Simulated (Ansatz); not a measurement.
Geometry optimisation, RKS PBE/STO-3G in Ansatz 0.2.0.

Input file:

```yaml
crystal:
  periodic: [false, false, false]
  atoms:
    - { symbol: C, position_ang: [-0.6803, -2.5877, 0.1099] }
    - { symbol: O, position_ang: [-0.9159, -1.1545, 0.3085] }
    - { symbol: Si, position_ang: [-0.2458, -0.0961, -0.7648] }
    - { symbol: F, position_ang: [-0.92669, 1.31982, -0.79942] }
    - { symbol: Si, position_ang: [1.88918, -0.29394, -1.27716] }
    - { symbol: C, position_ang: [1.25533, -1.74556, -2.35522] }
    - { symbol: S, position_ang: [-0.39112, -0.95893, -2.78555] }
    - { symbol: H, position_ang: [-1.2232, -3.0618, 0.8831] }
    - { symbol: H, position_ang: [0.3335, -2.8045, 0.2007] }
    - { symbol: H, position_ang: [-1.1476, -2.8578, -0.8397] }
    - { symbol: H, position_ang: [2.83335, -0.79226, -0.18715] }
    - { symbol: H, position_ang: [2.53349, 0.75744, -2.10424] }
    - { symbol: H, position_ang: [1.89883, -1.90898, -3.19356] }
    - { symbol: H, position_ang: [1.15899, -2.70172, -1.77568] }
basis:
  gaussian: { orbitals: STO-3G }
hamiltonian:
  xc: pbe
relax:
  f_tol: 0.015
  max_steps: 40
```

Run as:

```bash
$ ansatz run input.yaml --threads 1 --pin off --max-ram 2048MiB --backend cpu --events-out ev --progress --plain --runs-dir out
```

Task: Where does it end, and by what steps?

Result: It converged. Limits of this set-up: minimal basis. After 12 steps the energy has fallen by 1.335 eV; H14 moved furthest, 1.21 Å.

| step | energy less start (eV) | largest force component (eV/Å) | accepted |
| --- | --- | --- | --- |
| 0 | 0.0000 | 3.179 | yes |
| 1 | -0.9955 | 1.653 | yes |
| 2 | -1.1893 | 0.691 | yes |
| 3 | -1.2495 | 0.442 | yes |
| 4 | -1.2935 | 0.176 | yes |
| 5 | -1.3086 | 0.182 | yes |
| 6 | -1.3275 | 0.083 | yes |
| 7 | -1.3309 | 0.183 | yes |
| 8 | -1.3332 | 0.048 | yes |
| 9 | -1.3338 | 0.036 | yes |
| 10 | -1.3344 | 0.019 | yes |
| 11 | -1.3346 | 0.019 | yes |
| 12 | -1.3347 | 0.010 | yes |

```xyz
14
Properties=species:S:1:pos:R:3
C -0.851 -2.415 0.530
O -1.215 -1.005 0.334
Si -0.322 -0.324 -1.000
F -1.012 1.176 -1.046
Si 1.934 -0.554 -1.228
C 1.454 -1.519 -2.810
S -0.405 -1.449 -2.852
H -1.546 -2.834 1.294
H 0.193 -2.554 0.914
H -0.949 -3.033 -0.400
H 2.684 -1.367 -0.274
H 2.734 0.633 -1.522
H 1.875 -1.069 -3.731
H 1.798 -2.572 -2.790
```

The run took 27 s on 1 thread of AMD EPYC 9R45 96-Core Processor (Zen 5) (shared host), peak memory 0.25 GiB.
